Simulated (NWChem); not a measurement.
The numbers come from NWChem runs, not from measurements. System: H3Ga, charge 0, spin multiplicity 1, at a geometry optimised with B3LYP/def2-SVP. The structure started from a generated list of species. Level: RHF/def2-TZVP.

Input file:

```
start mol
memory heap 200 mb stack 900 mb global 1100 mb
geometry units angstroms nocenter noautoz
  Ga     0.000000     0.000000     0.000001
  H      0.000000     0.000000     1.573530
  H      1.362700     0.000000    -0.786774
  H     -1.362700     0.000000    -0.786774
  symmetry group C2v
end
basis spherical
  * library def2-tzvp
end
scf
  rhf
  nopen 0
  maxiter 100
  thresh 1e-7
  semidirect memsize 60000000 filesize 0
end
task scf energy
```

NWChem printed:

```
             Northwest Computational Chemistry Package (NWChem) 7.3.0
             --------------------------------------------------------

                                NWChem Input Module
                                -------------------

 Scaling coordinates for geometry "geometry" by  1.889725989
 (inverse scale =  0.529177249)

 Turning off AUTOSYM since
 SYMMETRY directive was detected!

                             Geometry "geometry" -> ""
                             -------------------------

 Output coordinates in angstroms (scale by  1.889725989 to convert to a.u.)

  No.       Tag          Charge          X              Y              Z
 ---- ---------------- ---------- -------------- -------------- --------------
    1 Ga                  31.0000     0.00000000     0.00000000     0.00000100
    2 H                    1.0000     0.00000000     0.00000000     1.57353000
    3 H                    1.0000     1.36270000     0.00000000    -0.78677400
    4 H                    1.0000    -1.36270000     0.00000000    -0.78677400

 Effective nuclear repulsion energy (a.u.)      31.8584725412

            Nuclear Dipole moment (a.u.)
            ----------------------------
        X                 Y               Z
 ---------------- ---------------- ----------------
     0.0000000000     0.0000000000     0.0000245664

      Symmetry information
      --------------------

 Group name             C2v
 Group number             16
 Group order               4
 No. of unique centers     3

      Symmetry unique atoms

     1    2    3


 Summary of "ao basis" -> "" (spherical)
 ------------------------------------------------------------------------------
       Tag                 Description            Shells   Functions and Types
 ---------------- ------------------------------  ------  ---------------------
 *                         def2-tzvp                  on all atoms

 Summary of "ao basis" -> "ao basis" (spherical)
 ------------------------------------------------------------------------------
       Tag                 Description            Shells   Functions and Types
 ---------------- ------------------------------  ------  ---------------------
 Ga                        def2-tzvp                16       48   6s5p4d1f
 H                         def2-tzvp                 4        6   3s1p

                                 NWChem SCF Module
                                 -----------------

  ao basis        = "ao basis"
  functions       =    66
  atoms           =     4
  closed shells   =    17
  open shells     =     0
  charge          =   0.00
  wavefunction    = RHF
  use symmetry    = T
  symmetry adapt  = T

 Summary of "ao basis" -> "ao basis" (spherical)
 ------------------------------------------------------------------------------
       Tag                 Description            Shells   Functions and Types
 ---------------- ------------------------------  ------  ---------------------
 Ga                        def2-tzvp                16       48   6s5p4d1f
 H                         def2-tzvp                 4        6   3s1p

      Symmetry analysis of basis
      --------------------------

        a1         30
        a2          6
        b1         17
        b2         13

 Forming initial guess at       0.0s

      Superposition of Atomic Density Guess
      -------------------------------------

 Sum of atomic energies:       -1924.72411189

      Non-variational initial energy
      ------------------------------
[...]
 ----------------------------------------------
         Quadratically convergent ROHF

 Convergence threshold     :          1.000E-07
 Maximum no. of iterations :          100
 Final Fock-matrix accuracy:          1.000E-09
 ----------------------------------------------

              iter       energy          gnorm     gmax       time
             ----- ------------------- --------- --------- --------
                 1    -1924.9501558002  3.40D-01  1.11D-01      0.5
                 2    -1924.9619490544  1.70D-01  5.40D-02      0.5
                 3    -1924.9632165985  3.11D-03  8.04D-04      0.5
                 4    -1924.9632172949  2.84D-06  9.89D-07      0.5
                 5    -1924.9632172949  2.87D-09  8.61D-10      0.5

       Final RHF  results
       ------------------

         Total SCF energy =  -1924.963217294851
      One-electron energy =  -2750.116932828107
      Two-electron energy =    793.295242992060
 Nuclear repulsion energy =     31.858472541196

        Time for solution =      0.1s

       Symmetry analysis of molecular orbitals - final
       -----------------------------------------------

  Numbering of irreducible representations:

     1 a1          2 a2          3 b1          4 b2

  Orbital symmetries:

     1 a1          2 a1          3 b2          4 b1          5 a1
     6 a1          7 b2          8 b1          9 a1         10 a1
    11 a2         12 b2         13 b1         14 a1         15 a1
    16 a1         17 b1         18 b2         19 b1         20 a1
    21 a1         22 a1         23 b2         24 a2         25 a1
    26 b1         27 b2

             Final eigenvalues
             -----------------

              1
    1 -378.8142
    2  -48.1678
    3  -42.4972
    4  -42.4935
    5  -42.4935
    6   -6.3951
    7   -4.4919
    8   -4.4844
    9   -4.4844
   10   -1.2038
   11   -1.1989
   12   -1.1989
   13   -1.1922
   14   -1.1922
   15   -0.5985
   16   -0.4284
   17   -0.4284
   18    0.0335
   19    0.1564
   20    0.1564
   21    0.1612
   22    0.2510
   23    0.2781
   24    0.2781
   25    0.3107
   26    0.3107
   27    0.3887

                       ROHF Final Molecular Orbital Analysis
                       -------------------------------------

 Vector   15  Occ=2.000000D+00  E=-5.985447D-01  Symmetry=a1
              MO Center= -3.5D-15,  1.6D-15, -1.2D-05, r^2= 2.3D+00
   Bfn.  Coefficient  Atom+Function         Bfn.  Coefficient  Atom+Function
  ----- ------------  ---------------      ----- ------------  ---------------
     5      0.487813  1 Ga s                  4     -0.239851  1 Ga s
     6      0.228632  1 Ga s                  3     -0.164819  1 Ga s

 Vector   16  Occ=2.000000D+00  E=-4.283820D-01  Symmetry=a1
              MO Center= -1.5D-10, -3.8D-15,  5.8D-01, r^2= 2.6D+00
   Bfn.  Coefficient  Atom+Function         Bfn.  Coefficient  Atom+Function
  ----- ------------  ---------------      ----- ------------  ---------------
    18      0.323346  1 Ga pz                50      0.269137  2 H  s
    51      0.213498  2 H  s                 49      0.151947  2 H  s

 Vector   17  Occ=2.000000D+00  E=-4.283804D-01  Symmetry=b1
              MO Center=  1.5D-10, -8.4D-17, -5.8D-01, r^2= 2.6D+00
   Bfn.  Coefficient  Atom+Function         Bfn.  Coefficient  Atom+Function
  ----- ------------  ---------------      ----- ------------  ---------------
    16      0.323346  1 Ga px                56      0.233079  3 H  s
    62     -0.233079  4 H  s                 57      0.184896  3 H  s
    63     -0.184896  4 H  s

 Vector   18  Occ=0.000000D+00  E= 3.352362D-02  Symmetry=b2
              MO Center= -4.4D-16, -1.4D-15,  2.2D-06, r^2= 4.6D+00
   Bfn.  Coefficient  Atom+Function         Bfn.  Coefficient  Atom+Function
  ----- ------------  ---------------      ----- ------------  ---------------
    20      0.832337  1 Ga py                17      0.246905  1 Ga py

 Vector   19  Occ=0.000000D+00  E= 1.563608D-01  Symmetry=b1
              MO Center=  8.4D-13,  3.5D-18,  7.5D-01, r^2= 6.7D+00
   Bfn.  Coefficient  Atom+Function         Bfn.  Coefficient  Atom+Function
  ----- ------------  ---------------      ----- ------------  ---------------
    19      2.490865  1 Ga px                57     -1.786386  3 H  s
    63      1.786386  4 H  s                 40      0.272593  1 Ga d  1

 Vector   20  Occ=0.000000D+00  E= 1.563633D-01  Symmetry=a1
              MO Center=  3.5D-12,  1.4D-17, -7.5D-01, r^2= 6.7D+00
   Bfn.  Coefficient  Atom+Function         Bfn.  Coefficient  Atom+Function
  ----- ------------  ---------------      ----- ------------  ---------------
    21      2.490901  1 Ga pz                51     -2.063105  2 H  s
    57      1.031029  3 H  s                 63      1.031029  4 H  s
    39      0.236037  1 Ga d  0

 center of mass
 --------------
 x =   0.00000000 y =   0.00000000 z =   0.00000133

 moments of inertia (a.u.)
 ------------------
          13.366799215211           0.000000000000           0.000000000000
           0.000000000000          26.733163903900           0.000000000000
           0.000000000000           0.000000000000          13.366364688688

  Mulliken analysis of the total density
  --------------------------------------

    Atom       Charge   Shell Charges
 -----------   ------   -------------------------------------------------------
    1 Ga  31    30.61   2.00  2.00  1.17  0.80  0.75  0.40  5.98  4.46  1.55  1.01  0.38  8.87  1.13  0.02  0.08  0.01
    2 H    1     1.13   0.22  0.56  0.34  0.01
    3 H    1     1.13   0.22  0.56  0.34  0.01
    4 H    1     1.13   0.22  0.56  0.34  0.01

       Multipole analysis of the density wrt the origin
       ------------------------------------------------

     L   x y z        total         open         nuclear
     -   - - -        -----         ----         -------
     0   0 0 0     -0.000000      0.000000     34.000000

     1   1 0 0      0.000000      0.000000      0.000000
     1   0 1 0      0.000000      0.000000      0.000000
     1   0 0 1      0.000012      0.000000      0.000025

     2   2 0 0    -16.564400      0.000000     13.262585
     2   1 1 0     -0.000000      0.000000      0.000000
     2   1 0 1      0.000000      0.000000      0.000000
     2   0 2 0    -11.705821      0.000000      0.000000
     2   0 1 1     -0.000000      0.000000      0.000000
     2   0 0 2    -16.564434      0.000000     13.263016

 Task  times  cpu:        0.5s     wall:        0.5s

 Total times  cpu:        0.6s     wall:        0.6s
```
